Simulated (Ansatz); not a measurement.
`F[Si@@H]1[Se][Si@@H]1F` + H₂ → `F[SiH]1[SiH2][Se]1` + H–F at 500 K and 1 bar (hydrogenolysis of the Si–F bond).

Program: Ansatz. Geometries: PBE0-D4/def2-TZVP. ΔE: electronic, gas phase. CBS: MP2 limit from def2 TZ/QZ plus the TZ coupled-cluster correction, frozen cores. This one scheme is used for every species. For Se outer-core shells are correlated without core-valence functions, which leaves a few kJ/mol of doubt a bond. Scalar relativity is left out up to krypton.

```json
{"species": "`F[Si@@H]1[Se][Si@@H]1F`", "CCSD(T)/CBS energy (Eh)": "-3179.80499", "H − E (kJ/mol)": "109.6", "S (J/(mol·K))": "408.5"}
{"species": "H₂", "CCSD(T)/CBS energy (Eh)": "-1.17544", "H − E (kJ/mol)": "41.0", "S (J/(mol·K))": "145.5"}
{"species": "`F[SiH]1[SiH2][Se]1`", "CCSD(T)/CBS energy (Eh)": "-3080.54644", "H − E (kJ/mol)": "118.5", "S (J/(mol·K))": "383.1"}
{"species": "H–F", "CCSD(T)/CBS energy (Eh)": "-100.39570", "H − E (kJ/mol)": "39.4", "S (J/(mol·K))": "188.7"}
```

H − E and S are ideal-gas, rigid-rotor, harmonic terms from PBE0-D4/def2-TZVP, for one conformer and one mirror image of each species. The MP2-based limit puts H₂ 0.8 mEh under its directly extrapolated value; such offsets cancel only in part. 1 Eh = 2625.50 kJ/mol, R = 8.31446 J/(mol·K).

Q: By hand: ΔE, ΔH, ΔS and ΔG.

A: ΔE = (-3080.54644) + (-100.39570) − (-3179.80499) − (-1.17544) = 0.03829 Eh = 100.5 kJ/mol. Δ(H − E) = 118.5 + 39.4 − 109.6 − 41.0 = 7.3, so ΔH = 107.8 kJ/mol. ΔS = 383.1 + 188.7 − 408.5 − 145.5 = 17.8 J/(mol·K). ΔG = 107.8 − 500 × (17.8)/1000 = 98.9 kJ/mol.

Q: By hand: the equilibrium constant, and the temperature at which ΔG would vanish if ΔH and ΔS stayed fixed.

A: log₁₀ K = −ΔG/(RT ln 10) = -10.3. ΔG = 0 at ΔH/ΔS = 6056 K, far beyond where these terms or the molecules hold.

ΔH outweighs TΔS. A doubt of 5 kJ/mol in ΔE shifts log₁₀ K by 0.5 here. Other conformers and mirror images would add mixing entropy, several J/(mol·K) or more a flexible species. These are equilibria of isolated gas molecules and say nothing of rates. Largest T1 diagnostic: 0.013 (customary marks: 0.02 for closed shells, 0.045 for open ones).
